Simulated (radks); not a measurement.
Results of a calculation; reference values are marked as such.
Neutral europium, 63 electrons, occupied as [Xe] 4f7 6s2. Level of theory: Dirac Kohn-Sham, BLYP, spin-unpolarised, spherical densities, finite nucleus; open shells fill j = l - 1/2 first; Fermi nuclear charge, rms radius 5.1115 fm (a radial shooting solver on a logarithmic mesh with Libxc functionals).

Normalised radial functions P(r) = r R(r) (large component), r in bohr:

r	5p1/2
0.002013	0.0063
0.003227	0.0116
0.005132	0.0219
0.008162	0.0416
0.01298	0.0773
0.02065	0.1338
0.0331	0.1988
0.05264	0.2075
0.08372	0.0541
0.1332	-0.2352
0.2118	-0.2516
0.3368	0.2618
0.54	0.3887
0.8588	-0.4322
1.366	-0.9229
2.172	-0.5452
3.455	-0.1244
5.539	-0.0083
8.809	-0.0001
14.01	0.0000

5p1/2: eigenvalue -26.145 eV, 3 radial nodes at r = 0.0919, 0.274, 0.694 bohr, <r> = 1.57 bohr, 90 % of the charge inside 2.31 bohr.
